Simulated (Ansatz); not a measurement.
**Redistribution: C3H6 + C2H2F3I → C2H3I + C3H5F3**

Species: C3H6 (propene) `C=CC`, singlet; C2H2F3I (1,1,1-trifluoro-2-iodoethane) `FC(F)(F)CI`, singlet; C2H3I (vinyl iodide) `C=CI`, singlet; C3H5F3 (1,1,1-trifluoropropane) `CCC(F)(F)F`, singlet. The partners trade CH3 for I; both sit on C, so the bond types are kept.

Shapes, held fixed at every level: PBE0-D4/def2-TZVP. Programs: Ansatz 0.2.0. The zero-point and thermal change to 298 K, harmonic and unscaled (PBE0-D4/def2-TZVP), is +0.8 kJ/mol.

```tsv
level	kind	ΔH(298 K) (kJ/mol)	less CCSD(T)/def2-TZVPP	CPU time (sum over the molecules)
HF/def2-SVP	Hartree–Fock	-12.5	-0.7	–
SPW92/def2-TZVPP	LDA	-12.1	-0.3	14 s
PBE-D4/def2-TZVPP	GGA	-10.7	+1.1	23 s
BHLYP-D4/def2-TZVPP	global hybrid	-9.1	+2.7	28 s
PBE0-D4/def2-TZVPP	global hybrid	-10.3	+1.5	26 s
r2SCAN0-D4/def2-TZVPP	global hybrid	-11.4	+0.4	42 s
CCSD/def2-TZVPP	coupled cluster or CI	-11.3	+0.5	–
CCSD(T)/def2-TZVPP	coupled cluster or CI	-11.8	0.0	21 min
```

The highest level, CCSD(T)/def2-TZVPP, gives ΔH(298 K) = -11.8 kJ/mol; the levels span -12.5 to -9.1. The column of differences is taken from that level and isn't an error. No measured value is set beside it here. For atoms past krypton def2 sets carry core potentials with scalar relativity. Correlated rows may include outer-core shells of I, which these sets cover unevenly. Times are processor times on shared x86 and Arm servers, and rough.
